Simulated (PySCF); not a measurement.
H3N, SMILES N. Heavy atoms are numbered as in [NH3:1]. Hydrogens are named by the atom that carries them.

The structure is a stationary point at B3LYP-D3(BJ)/def2-TZVP.

Method: PBE0/pcSseg-1 in PySCF.

GIAO shieldings, no solvent; atoms alike by connectivity are averaged. δ = σ(ref) − σ: ¹H against TMS (σ = 31.56 ppm), references at their B3LYP-D3(BJ)/def2-TZVP geometries, non-relativistic.

Computed chemical shifts:
```
nucleus    atoms  count  δ (ppm)
-------  -------  -----  -------
¹H       H on N1      3    -0.15
```
